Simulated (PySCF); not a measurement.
## Basis-set dependence of population analyses: `FC1=C[C@@H]2C=C[C@H]12`

C₆H₅F.
Atom-mapped SMILES: `[F:1][C:2]1=[CH:3][C@@H:4]2[CH:5]=[CH:6][C@H:7]12` (hydrogens: H8 on C3; H9 on C4; H10 on C5; H11 on C6; H12 on C7)

PBE0 throughout (PySCF), one geometry, spherical d and f functions. Isolated species at its PBE0-D3(BJ)/def2-SVP geometry, gas phase. The first 7 of 12 kinds of atom are listed.

Mulliken charges (e):

```csv
basis,functions,F1,C2,C3,C4,C5,C6,C7
STO-3G,40,-0.059,+0.092,-0.130,-0.063,-0.086,-0.088,-0.087
6-31G,73,-0.292,+0.284,-0.086,-0.327,-0.102,-0.107,-0.301
pcSseg-0,73,-0.338,+0.305,-0.035,-0.561,-0.105,-0.112,-0.453
6-31G*,108,-0.284,+0.370,-0.190,-0.246,-0.123,-0.133,-0.282
cc-pVDZ,123,-0.133,+0.167,-0.037,-0.040,+0.015,+0.004,-0.071
def2-SVP,123,-0.180,+0.300,-0.124,-0.061,-0.009,-0.018,-0.132
aug-cc-pVDZ,206,-0.538,+0.324,+0.278,+0.698,+0.248,+0.237,+0.596
"6-311+G(2d,p)",219,-0.306,+0.129,-0.116,+0.074,-0.135,-0.171,-0.009
def2-TZVP,247,-0.179,+0.195,-0.247,+0.015,-0.153,-0.187,-0.046
cc-pVTZ,280,-0.140,+0.225,-0.255,-0.009,-0.136,-0.155,-0.086
IGLO-III,295,-0.238,+0.262,-0.174,+0.013,-0.087,-0.114,-0.072
pcSseg-2,322,-0.244,+0.261,-0.157,+0.048,-0.063,-0.087,-0.012
```

IAO charges (e):

```tsv
basis	functions	F1	C2	C3	C4	C5	C6	C7
STO-3G	40	-0.073	+0.133	-0.198	-0.115	-0.134	-0.137	-0.151
6-31G	73	-0.230	+0.252	-0.225	-0.110	-0.153	-0.158	-0.154
pcSseg-0	73	-0.213	+0.248	-0.222	-0.130	-0.146	-0.152	-0.172
6-31G*	108	-0.239	+0.285	-0.233	-0.095	-0.150	-0.154	-0.143
cc-pVDZ	123	-0.238	+0.285	-0.237	-0.095	-0.152	-0.157	-0.143
def2-SVP	123	-0.238	+0.284	-0.232	-0.094	-0.148	-0.152	-0.143
aug-cc-pVDZ	206	-0.252	+0.288	-0.237	-0.097	-0.158	-0.161	-0.144
6-311+G(2d,p)	219	-0.253	+0.289	-0.237	-0.098	-0.157	-0.161	-0.144
def2-TZVP	247	-0.252	+0.293	-0.239	-0.098	-0.157	-0.161	-0.145
cc-pVTZ	280	-0.250	+0.293	-0.240	-0.098	-0.157	-0.161	-0.146
IGLO-III	295	-0.253	+0.291	-0.238	-0.099	-0.158	-0.162	-0.145
pcSseg-2	322	-0.253	+0.293	-0.238	-0.099	-0.157	-0.161	-0.146
```

Hirshfeld charges (e):

| basis | functions | F1 | C2 | C3 | C4 | C5 | C6 | C7 |
| --- | --- | --- | --- | --- | --- | --- | --- | --- |
| STO-3G | 40 | -0.012 | +0.050 | -0.092 | +0.005 | -0.042 | -0.045 | -0.013 |
| 6-31G | 73 | -0.086 | +0.070 | -0.084 | -0.019 | -0.051 | -0.053 | -0.032 |
| pcSseg-0 | 73 | -0.076 | +0.073 | -0.086 | -0.021 | -0.047 | -0.050 | -0.034 |
| 6-31G* | 108 | -0.075 | +0.072 | -0.087 | -0.021 | -0.051 | -0.052 | -0.033 |
| cc-pVDZ | 123 | -0.066 | +0.071 | -0.085 | -0.026 | -0.047 | -0.049 | -0.039 |
| def2-SVP | 123 | -0.073 | +0.077 | -0.086 | -0.026 | -0.047 | -0.049 | -0.040 |
| aug-cc-pVDZ | 206 | -0.082 | +0.076 | -0.083 | -0.040 | -0.051 | -0.052 | -0.052 |
| 6-311+G(2d,p) | 219 | -0.085 | +0.075 | -0.081 | -0.039 | -0.050 | -0.051 | -0.050 |
| def2-TZVP | 247 | -0.082 | +0.077 | -0.083 | -0.037 | -0.050 | -0.051 | -0.049 |
| cc-pVTZ | 280 | -0.078 | +0.078 | -0.084 | -0.035 | -0.049 | -0.051 | -0.047 |
| IGLO-III | 295 | -0.082 | +0.077 | -0.083 | -0.039 | -0.050 | -0.051 | -0.051 |
| pcSseg-2 | 322 | -0.083 | +0.079 | -0.083 | -0.039 | -0.050 | -0.051 | -0.051 |

ESP-fitted charges (e):

| basis | functions | F1 | C2 | C3 | C4 | C5 | C6 | C7 |
| --- | --- | --- | --- | --- | --- | --- | --- | --- |
| STO-3G | 40 | -0.075 | +0.238 | -0.322 | +0.043 | -0.146 | -0.085 | -0.113 |
| 6-31G | 73 | -0.203 | +0.340 | -0.461 | +0.154 | -0.264 | -0.144 | -0.086 |
| pcSseg-0 | 73 | -0.205 | +0.381 | -0.510 | +0.127 | -0.272 | -0.156 | -0.123 |
| 6-31G* | 108 | -0.125 | +0.225 | -0.427 | +0.173 | -0.266 | -0.159 | -0.052 |
| cc-pVDZ | 123 | -0.126 | +0.220 | -0.436 | +0.201 | -0.272 | -0.163 | -0.021 |
| def2-SVP | 123 | -0.146 | +0.258 | -0.450 | +0.197 | -0.273 | -0.154 | -0.042 |
| aug-cc-pVDZ | 206 | -0.162 | +0.265 | -0.480 | +0.234 | -0.300 | -0.176 | -0.022 |
| 6-311+G(2d,p) | 219 | -0.158 | +0.255 | -0.487 | +0.243 | -0.312 | -0.184 | -0.017 |
| def2-TZVP | 247 | -0.150 | +0.252 | -0.480 | +0.238 | -0.305 | -0.177 | -0.023 |
| cc-pVTZ | 280 | -0.142 | +0.239 | -0.466 | +0.229 | -0.297 | -0.171 | -0.027 |
| IGLO-III | 295 | -0.155 | +0.252 | -0.475 | +0.241 | -0.304 | -0.176 | -0.019 |
| pcSseg-2 | 322 | -0.163 | +0.276 | -0.487 | +0.236 | -0.302 | -0.172 | -0.032 |

Task: Which scheme is steadiest as the basis changes?

Result: Largest range over the bases for any column: Hirshfeld 0.07 e, IAO 0.18 e, ESP-fitted 0.20 e, Mulliken 1.26 e. Hirshfeld charges move least and Mulliken charges most, counted in e. Without the minimal STO-3G basis the ranges are Hirshfeld 0.02, IAO 0.04, ESP-fitted 0.16, Mulliken 1.26 e.

Task: How much do the charges still move between the two largest bases, IGLO-III and pcSseg-2?

Result: At most, over all atoms: Mulliken 0.060 e, IAO 0.002 e, Hirshfeld 0.002 e, ESP-fitted 0.024 e.

Task: What do the same runs give for the total energy, the frontier levels and the dipole moment?

Result: 
```
        basis  energy (Eh)  HOMO (eV)  LUMO (eV)  μ (D)
       STO-3G    -326.7686      -4.50       2.93   0.43
        6-31G    -330.8975      -6.92      -0.06   1.60
     pcSseg-0    -330.2243      -7.29      -0.40   1.57
       6-31G*    -330.9849      -6.73       0.05   1.21
      cc-pVDZ    -331.0144      -6.89      -0.17   1.20
     def2-SVP    -330.7506      -7.01      -0.26   1.28
  aug-cc-pVDZ    -331.0322      -7.05      -0.50   1.43
6-311+G(2d,p)    -331.0853      -7.06      -0.50   1.45
    def2-TZVP    -331.1152      -7.04      -0.40   1.37
      cc-pVTZ    -331.1038      -7.00      -0.34   1.32
     IGLO-III    -331.1204      -7.05      -0.47   1.41
     pcSseg-2    -331.1143      -7.07      -0.47   1.41
```

The dipole is fixed by the density alone, so its range of 1.17 D shows that the density itself changes with the basis, not only its division among atoms.
